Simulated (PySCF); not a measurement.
Compound: [NbCl6]- (charge -1 and singlet state).
Bonds: Nb1–Cl2, Nb1–Cl3, Nb1–Cl4, Nb1–Cl5, Nb1–Cl6, Nb1–Cl7.

Computed with PBE0-D3(BJ)/def2-SVP geometry optimisation, gas phase, def2 core potentials past Kr (PySCF).

Question: List the bond lengths and angles at this level.

Answer: 
```json
{"bond": "Nb1–Cl2 and 5 like bonds", "length (Å)": "2.362"}
```

Bonds in one row agree within 0.01 Å and their mean is given. A selection of angles:
```json
{"angle": "Cl2–Nb1–Cl3", "degrees": "180.0"}
{"angle": "Cl2–Nb1–Cl4", "degrees": "90.0"}
```

Nb1 (niobium bonded to 6 Cl) is octahedral (the three widest angles are 180.0°, 180.0° and 180.0°, the others run from 90.0° to 90.1°). All 6 Cl–Nb bonds measure 2.362 Å.

Point group: Oh (tolerance 0.08 Å). Stationary, but not proved a minimum. The geometry's basis has no diffuse functions, a weakness for an anion.

On one thread of an AMD EPYC 9R14, no GPU (shared host), this took 50 s wall and 0.59 GiB of memory at its peak. These figures are those of the optimisation.
